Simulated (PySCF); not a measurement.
CHAlFNO, singlet, geometry from GFN2-xTB (such geometries of metal compounds can be far from the true shape), atoms displaced at random by about 0.08 Å a coordinate; B3LYP/6-31G, gradient by finite differences (PySCF).

Here is a job for PySCF.
```python
from pyscf import gto, scf, dft

mol = gto.Mole()
mol.atom = '''
    Al   -0.10366693   -0.62108084   -1.04576215
    F    -1.61339244   -0.75288639   -1.51295611
    H     0.81385030   -1.14501869   -2.00208038
    N     0.35060320    0.17205900    0.36345270
    C     0.69706342    0.73577111    1.34639364
    O     1.16601621    1.32648909    2.38576548
'''
mol.basis = '6-31g'
mol.verbose = 4
mol.build()

mf = dft.RKS(mol)
mf.xc = 'b3lyp'
mf.conv_tol = 1e-11
mf.kernel()
scan, done = mf.as_scanner(), []
scan.scf_summary = {}
def energy(d):
    c = mol.atom_coords()
    c[1, 0] += d
    e = scan(mol.set_geom_(c, unit='Bohr', inplace=False))
    done.append(scan.converged)
    return e
h = 1e-3
fd = (energy(h) - energy(-h)) / (2 * h)
print('dE/dx =', fd)
```

Problem. Predict the main parts of the log of this PySCF run.

Solution. 
```
PySCF version 2.14.0

[INPUT] verbose = 4
[INPUT] num. atoms = 6
[INPUT] num. electrons = 44
[INPUT] charge = 0
[INPUT] spin (= nelec alpha-beta = 2S) = 0
[INPUT] symmetry False subgroup None
[INPUT] Mole.unit = angstrom
[INPUT] Symbol           X                Y                Z      unit          X                Y                Z       unit  Magmom
[...]
nuclear repulsion = 181.808424893964
number of shells = 29
number of NR pGTOs = 138
number of NR cGTOs = 51
basis = 6-31g
ecp = {}

******** <class 'pyscf.dft.rks.RKS'> ********
method = RKS
initial guess = minao
damping factor = 0
level_shift factor = 0
DIIS = <class 'pyscf.scf.diis.CDIIS'>
diis_start_cycle = 1
diis_space = 8
diis_damp = 0
SCF conv_tol = 1e-11
SCF conv_tol_grad = None
SCF max_cycles = 50
direct_scf = True
direct_scf_tol = 1e-13
XC library pyscf.dft.libxc version 7.1.2
    S. Lehtola, C. Steigemann, M. J. T. Oliveira, and M. A. L. Marques,  SoftwareX 7, 1–5 (2018)
XC functionals = b3lyp
    P. J. Stephens, F. J. Devlin, C. F. Chabalowski, and M. J. Frisch,  J. Phys. Chem. 98, 11623 (1994)
radial grids:
    Treutler-Ahlrichs [JCP 102, 346 (1995); DOI:10.1063/1.469408] (M4) radial grids

becke partition: Becke, JCP 88, 2547 (1988); DOI:10.1063/1.454033
pruning grids: <function nwchem_prune>
grids dens level: 3
symmetrized grids: False
atomic radii adjust function: <function treutler_atomic_radii_adjust>
small_rho_cutoff = 0
Set gradient conv threshold to 3.16228e-06
Initial guess from minao.
tot grids = 85352
init E= -511.530440008611
[...]
cycle= 1 E= -510.714302411563  delta_E= 0.816  |g|= 1.06  |ddm|= 2.77
[...]
cycle= 2 E= -509.473663191143  delta_E= 1.24  |g|= 2.69  |ddm|= 2.97
[...]
cycle= 3 E= -510.834035562594  delta_E= -1.36  |g|=  0.7  |ddm|= 2.36
[...]
cycle= 4 E= -510.939443403392  delta_E= -0.105  |g|= 0.125  |ddm|= 0.592
[...]
cycle= 5 E= -510.942485869975  delta_E= -0.00304  |g|= 0.0366  |ddm|= 0.104
[...]
cycle= 6 E= -510.942762302228  delta_E= -0.000276  |g|= 0.014  |ddm|= 0.0338
[...]
cycle= 7 E= -510.942799113847  delta_E= -3.68e-05  |g|= 0.00399  |ddm|= 0.0114
[...]
cycle= 8 E= -510.942802979753  delta_E= -3.87e-06  |g|= 0.000275  |ddm|= 0.00446
[...]
cycle= 9 E= -510.942803006849  delta_E= -2.71e-08  |g|= 6.19e-05  |ddm|= 0.000409
[...]
cycle= 10 E= -510.942803007951  delta_E= -1.1e-09  |g|= 7.43e-06  |ddm|= 8.16e-05
[...]
cycle= 11 E= -510.942803007965  delta_E= -1.33e-11  |g|= 2.12e-06  |ddm|= 1.06e-05
[...]
[...]
converged SCF energy = -510.942803007965
converged SCF energy = -510.942719951979
[...]
   2 F     -1.613921617211  -0.752886390000  -1.512956110000 AA   -3.049869843044  -1.422749080012  -2.859072686387 Bohr
   3 H      0.813850300000  -1.145018690000  -2.002080380000 AA    1.537954173395  -2.163771731608  -3.783383597565 Bohr
   4 N      0.350603200000   0.172059000000   0.363452700000 AA    0.662544026396   0.325144387267   0.686826062234 Bohr
   5 C      0.697063420000   0.735771110000   1.346393640000 AA    1.317258955253   1.390405888267   2.544315235456 Bohr
   6 O      1.166016210000   1.326489090000   2.385765480000 AA    2.203451293703   2.506701087324   4.508443354642 Bohr

******** <class 'pyscf.scf.hf.RKS_Scanner'> ********
method = RKS_Scanner
initial guess = minao
damping factor = 0
level_shift factor = 0
DIIS = <class 'pyscf.scf.diis.CDIIS'>
diis_start_cycle = 1
diis_space = 8
diis_damp = 0
SCF conv_tol = 1e-11
SCF conv_tol_grad = None
SCF max_cycles = 50
direct_scf = True
direct_scf_tol = 1e-13
XC library pyscf.dft.libxc version 7.1.2
    S. Lehtola, C. Steigemann, M. J. T. Oliveira, and M. A. L. Marques,  SoftwareX 7, 1–5 (2018)
XC functionals = b3lyp
    P. J. Stephens, F. J. Devlin, C. F. Chabalowski, and M. J. Frisch,  J. Phys. Chem. 98, 11623 (1994)
radial grids:
    Treutler-Ahlrichs [JCP 102, 346 (1995); DOI:10.1063/1.469408] (M4) radial grids

becke partition: Becke, JCP 88, 2547 (1988); DOI:10.1063/1.454033
pruning grids: <function nwchem_prune>
grids dens level: 3
symmetrized grids: False
atomic radii adjust function: <function treutler_atomic_radii_adjust>
small_rho_cutoff = 0
Set gradient conv threshold to 3.16228e-06
tot grids = 85352
init E= -510.942811113004
[...]
cycle= 1 E= -510.942885556519  delta_E= -7.44e-05  |g|= 0.000602  |ddm|= 0.00147
[...]
cycle= 2 E= -510.94288545964  delta_E= 9.69e-08  |g|= 0.000979  |ddm|= 0.00126
[...]
cycle= 3 E= -510.942885612651  delta_E= -1.53e-07  |g|= 0.000122  |ddm|= 0.000788
[...]
cycle= 4 E= -510.942885615385  delta_E= -2.73e-09  |g|= 4.34e-05  |ddm|= 0.000116
[...]
cycle= 5 E= -510.942885615781  delta_E= -3.96e-10  |g|= 8.41e-06  |ddm|= 3.96e-05
[...]
cycle= 6 E= -510.94288561579  delta_E= -9.09e-12  |g|= 3.18e-06  |ddm|= 7.32e-06
[...]
cycle= 7 E= -510.942885615796  delta_E= -6.03e-12  |g|= 8.31e-07  |ddm|= 3.13e-06
[...]
Extra cycle  E= -510.942885615795  delta_E= 1.25e-12  |g|= 1.34e-06  |ddm|= 1.9e-06
converged SCF energy = -510.942885615795
dE/dx = 0.08283190805968843
```
